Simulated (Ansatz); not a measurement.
A thermochemical cycle in electronic energies (no zero-point or thermal terms), species as SMILES, kcal/mol. Each molecule is optimised on its own at B3LYP-D3(BJ)/def2-TZVP (Ansatz, a first-principles code). Valence correlation only, unless marked. UHF or UKS for open shells. No spin-orbit coupling. No relativistic terms. CBS marks a two-point X^-3 extrapolation of the correlation energy; Hartree-Fock from the larger set. Anions need diffuse functions, of which def2-TZVPD holds fewer than the aug- sets.

```
step                                                                                      CCSD(T)/CBS(aug-cc-pV(T+d)Z,aug-cc-pV(Q+d)Z) (Ansatz)  B3LYP-D3(BJ)/def2-TZVPD (Ansatz + dftd3)
----------------------------------------------------------------------------------------  -----------------------------------------------------  ----------------------------------------
bond energy D: CC[SiH3] [ethylsilane] -> C[CH][SiH3] + H atom                                                                             104.2                                     101.4
electron affinity EA, positive where the anion is bound: C[CH][SiH3] + e- → C[CH-][SiH3]                                                   16.5                                      14.5
ionisation of the H atom at the same level, IE                                                                                            313.7                                     315.1
```

### Question
Find the deprotonation energy A: CC[SiH3] [ethylsilane] -> C[CH-][SiH3] + H+.

### Answer
Breaking the bond, ionising the H atom and attaching the electron to the radical add up to the deprotonation, A = D + IE - EA. At CCSD(T)/CBS(aug-cc-pV(T+d)Z,aug-cc-pV(Q+d)Z): A = D + IE - EA = 104.2 + 313.7 - 16.5 = 401.4. At B3LYP-D3(BJ)/def2-TZVPD: A = D + IE - EA = 101.4 + 315.1 - 14.5 = 402.0. The functional differs from the first level by -2.8 in D, -2.0 in EA and +0.6 in A; for EA and A the gap mixes functional and basis. The site is the one shown; other sites or isomers of the anion may lie lower.
